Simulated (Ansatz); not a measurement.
```xyz
3

O    -0.0376    0.0040   -0.4530
O    -0.0167    1.0707    0.1641
O     0.0037   -1.1105    0.2070
```

Basis set: STO-3G (spherical functions). Left uncorrelated: 3 orbitals. Charge 0, multiplicity 1.

Computed with Ansatz (development build ahead of 0.2.0); each method stands on the lowest determinant of its kind that the runs found. Restricted open shells among the atoms or ions are ROHF, correlated in semicanonical orbitals with singles.

The atomization energy at this shape (free ground-state atoms in the same class of orbitals less the molecule, no zero-point energy) of singlet O₃:

```tsv
method	atomization energy
RHF	-3.46 eV
```

(1) What does RHF-MP2 give?

Results:

(1) 2.48 eV. Caution: in another basis set an unrestricted determinant lies well below. Caution for RHF: the molecule lies well above its atoms at this level.

This basis has no polarisation functions and is too small for such energies, which can lie far from measured ones in either direction.
